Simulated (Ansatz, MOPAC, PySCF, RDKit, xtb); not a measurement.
Dimer: SiH4 (SMILES [SiH4]) (first 5 atoms) with C2H6O (SMILES CCO); geometry from B3LYP-D3(BJ)/def2-TZVP, rigid monomers moved along the line of their centres of mass till Si1···O8 is 2.77 Å.
(charge 0, multiplicity 1):
```
atom    x (Å)    y (Å)    z (Å)
----  -------  -------  -------
Si    -0.0535  -0.0674  -0.0831
H     -1.2349   0.1941   0.7671
H     -0.3987   0.3154  -1.4767
H      0.3081  -1.4990  -0.0665
H      1.0879   0.7688   0.3487
C      0.0879   1.2901   3.5843
C     -0.2841  -0.1761   3.4550
O      0.5255  -0.8701   2.5064
H     -0.5752   1.7938   4.2913
H      0.0134   1.7933   2.6197
H      1.1117   1.4037   3.9517
H     -0.2330  -0.6731   4.4312
H     -1.3053  -0.2804   3.0872
H      1.4507  -0.7637   2.7536
```

```tsv
level	interaction energy (kcal/mol)	cost
UFF	5.75	-
GFN-FF	0.85	-
AM1	2.91	-
PM3	3.54	-
GFN1-xTB	-13.13	-
HF/aug-cc-pV(D+d)Z	2.78	-
PBE-D4/def2-TZVPPD	-1.87	×1
B3LYP/6-31G*	1.67	-
B3LYP/def2-TZVPPD	1.49	×1
B3LYP-D4/def2-TZVPPD	-1.56	×1
PBE0/def2-TZVPPD	-0.11	×1
PBE0-D3(BJ)/def2-TZVPPD	-1.94	×1
wB97M-V/def2-TZVPPD	-2.22	×3
MP2/6-31G* (no counterpoise)	-2.18	-
```

The rows run from -13.13 (GFN1-xTB) to 5.75 kcal/mol (UFF). The dispersion term adds -3.05 in B3LYP-D4, -1.83 in PBE0-D3(BJ). The 3 functionals in def2-TZVPPD without D3 or D4 span 3.71, from wB97M-V to B3LYP.

Counterpoise-corrected where a basis set is named; no monomer relaxation. Rows marked so take none. RDKit's UFF carries no charges.

Rows in 6-31G* carry no dispersion term and start afresh at each structure (6-31G* with six Cartesian d functions). MP2/6-31G* freezes PySCF's default core. The state reached by AM1, PM3 isn't checked.

The values were computed with Ansatz (a quantum-chemistry and plane-wave program); MOPAC for AM1, PM3 (differences of heats of formation); PySCF for 6-31G* rows, the dispersion terms; RDKit for the force fields; xtb for the GFN methods. 

Costs are rough ratios of core time to PBE/def2-TZVPPD (about 27 s over the structures, on one shared machine); a dash marks a level with no comparable run of its own.
